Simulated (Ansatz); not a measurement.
Name a neutral molecule of Ge, Si and H with size of the dipole moment (PBE/def2-TZVPP) between 0.00 and 0.30 D and vertical ionisation energy (CCSD(T)/def2-TZVPP) between 10.50 and 10.80 eV (Ansatz, PBE0-D4/def2-TZVP geometry).

`[SiH3][GeH3]` (0.08 D, 10.52 eV). Other molecules can fit too; these were computed, each in one conformer that needn't be the lowest.
